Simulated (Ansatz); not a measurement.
Species: CH5BNO2, net charge 0, doublet state. It need not be the lowest isomer of its formula. SMILES: B(N[CH2])(O)O
Structure (B3LYP-D3(BJ)/def2-TZVP (Ansatz, a program for electronic structure) minimum search):
```
N
H 1 1.0083
C 1 1.3805 2 115.74
H 3 1.0770 1 118.97 2 -4.03
H 3 1.0792 4 119.63 1 162.32
B 1 1.4307 2 116.39 3 177.53
O 6 1.3718 1 117.22 2 5.27
H 7 0.9618 6 112.30 1 -178.13
O 6 1.3737 7 119.31 8 1.92
H 9 0.9608 6 114.72 7 -174.09
```
Charge 0, spin multiplicity 2.

Property: atomisation energy (electronic, to ground-state atoms), in eV. Cores are frozen in the correlated levels unless marked. UHF or UKS for open shells. Spin-orbit coupling is left out. No relativistic terms. The coupled-cluster limit lacks core correlation, which all-electron functionals hold. Basis-set limits of correlation are two-point, X^-3; Hartree-Fock from the larger set.

```json
[
 {"level": "PBE0/def2-TZVPD", "program": "Ansatz", "atomisation energy (eV)": "42.36", "minus last row": "0.07"},
 {"level": "r2SCAN0-D4/def2-TZVPD", "program": "Ansatz + dftd4", "atomisation energy (eV)": "41.71", "minus last row": "-0.58"},
 {"level": "LC-wPBE-D4/def2-TZVPD", "program": "Ansatz + dftd4", "atomisation energy (eV)": "42.62", "minus last row": "0.33"},
 {"level": "B2GP-PLYP/def2-TZVPD", "program": "Ansatz", "atomisation energy (eV)": "41.79", "minus last row": "-0.50"},
 {"level": "MP2/cc-pVTZ", "program": "Ansatz", "atomisation energy (eV)": "42.14", "minus last row": "-0.15"},
 {"level": "CCSD/cc-pVQZ", "program": "Ansatz", "atomisation energy (eV)": "41.10", "minus last row": "-1.19"},
 {"level": "CCSD(T)/6-31G", "program": "Ansatz", "atomisation energy (eV)": "34.73", "minus last row": "-7.56"},
 {"level": "CCSD(T)/cc-pwCVTZ", "program": "Ansatz", "atomisation energy (eV)": "41.14", "minus last row": "-1.15"},
 {"level": "CCSD(T) with core electrons/cc-pwCVTZ", "program": "Ansatz", "atomisation energy (eV)": "41.32", "minus last row": "-0.97"},
 {"level": "CCSD(T)/CBS(cc-pVTZ,cc-pVQZ)", "program": "Ansatz", "atomisation energy (eV)": "42.29", "minus last row": "0.00"}
]
```
